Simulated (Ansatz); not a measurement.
Reaction (formal exchange of groups at a P–S bond): `CSP` + `[SiH3][SeH]` → `P[SiH2][SeH]` + CH₃SH

Program: Ansatz. Geometries: PBE0-D4/def2-TZVP. ΔE: electronic, gas phase. CCSD(T)/CBS is the MP2 limit (def2-TZVPP, def2-QZVPP) plus CCSD(T) − MP2 in def2-TZVPP, frozen cores. This one scheme is used for every species. Functionals use def2-TZVPP. For Se outer-core shells are correlated without core-valence functions, which leaves a few kJ/mol of doubt a bond. Scalar relativity is left out up to krypton. One conformer a species, not always the lowest.

```csv
level,ΔE (kcal/mol)
r2SCANh,-3.7
CCSD/def2-TZVPP,-4.2
```

(1) What does CCSD(T)/CBS give? (An estimate is asked.)

Largest T1 diagnostic among the species: 0.012.

Results:

(1) Computed: -3.7 kcal/mol. The listed levels differ from it by 0.0, -0.5 kcal/mol.

In def2-TZVPP, CCSD(T) changes the Hartree–Fock value by −2.2 kcal/mol (the triples alone add −0.1 kcal/mol) and MP2 by −1.6 kcal/mol. At CCSD(T), def2-SVP lies −1.7 kcal/mol from the extrapolated value and def2-TZVPP −0.5 kcal/mol.
